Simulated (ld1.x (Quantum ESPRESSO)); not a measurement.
Reading a pseudo-wave (vanadium)

Columns: radius, all-electron u(r) and pseudo u(r) of the 3p shell (level -51.65 eV) of vanadium in the configuration [Ne] 3s2 3p6 3d3 4s1 4p0; PBE, scalar-relativistic, PAW scheme, ld1.x (Quantum ESPRESSO) 7.5.

```json
{"r (bohr)": "0.120", "all-electron": "0.4970", "pseudo": "-0.0392"}
{"r (bohr)": "0.240", "all-electron": "0.4198", "pseudo": "-0.1498"}
{"r (bohr)": "0.360", "all-electron": "-0.0514", "pseudo": "-0.3123"}
{"r (bohr)": "0.480", "all-electron": "-0.5201", "pseudo": "-0.4987"}
{"r (bohr)": "0.600", "all-electron": "-0.8462", "pseudo": "-0.6781"}
{"r (bohr)": "0.720", "all-electron": "-1.0181", "pseudo": "-0.8231"}
{"r (bohr)": "0.840", "all-electron": "-1.0687", "pseudo": "-0.9147"}
{"r (bohr)": "0.960", "all-electron": "-1.0383", "pseudo": "-0.9452"}
{"r (bohr)": "1.080", "all-electron": "-0.9613", "pseudo": "-0.9189"}
{"r (bohr)": "1.200", "all-electron": "-0.8616", "pseudo": "-0.8489"}
{"r (bohr)": "1.320", "all-electron": "-0.7552", "pseudo": "-0.7539"}
{"r (bohr)": "1.440", "all-electron": "-0.6511", "pseudo": "-0.6515"}
{"r (bohr)": "1.560", "all-electron": "-0.5547", "pseudo": "-0.5547"}
{"r (bohr)": "1.680", "all-electron": "-0.4681", "pseudo": "-0.4681"}
{"r (bohr)": "1.800", "all-electron": "-0.3923", "pseudo": "-0.3923"}
{"r (bohr)": "1.920", "all-electron": "-0.3268", "pseudo": "-0.3268"}
{"r (bohr)": "2.040", "all-electron": "-0.2711", "pseudo": "-0.2711"}
{"r (bohr)": "2.160", "all-electron": "-0.2240", "pseudo": "-0.2240"}
{"r (bohr)": "2.280", "all-electron": "-0.1845", "pseudo": "-0.1845"}
{"r (bohr)": "2.400", "all-electron": "-0.1516", "pseudo": "-0.1516"}
{"r (bohr)": "2.520", "all-electron": "-0.1243", "pseudo": "-0.1243"}
{"r (bohr)": "2.640", "all-electron": "-0.1017", "pseudo": "-0.1017"}
{"r (bohr)": "2.760", "all-electron": "-0.0830", "pseudo": "-0.0830"}
{"r (bohr)": "2.880", "all-electron": "-0.0677", "pseudo": "-0.0677"}
{"r (bohr)": "3.000", "all-electron": "-0.0551", "pseudo": "-0.0551"}
{"r (bohr)": "3.120", "all-electron": "-0.0448", "pseudo": "-0.0448"}
```

(1) How many radial nodes do the two functions have?

(2) At about which radius was the pseudo-wave matched?

(3) Where does each function peak?

(4) Is the pseudo-wave norm-conserving?

Results:

(1) The all-electron 3p function has n − l − 1 = 1; the pseudo-wave has 0, since the states of the same l below it are removed with the core.

(2) 1.60 bohr. The columns agree to 0.0005 from 1.44 bohr on; several derivatives are matched, so the curves merge somewhat inside the radius.

(3) Outermost all-electron maximum near 0.84 bohr, pseudo maximum near 0.96 bohr (to the table’s step).

(4) No, it belongs to a PAW set: the norm inside the radius is not constrained, and the difference is carried by the augmentation charge.
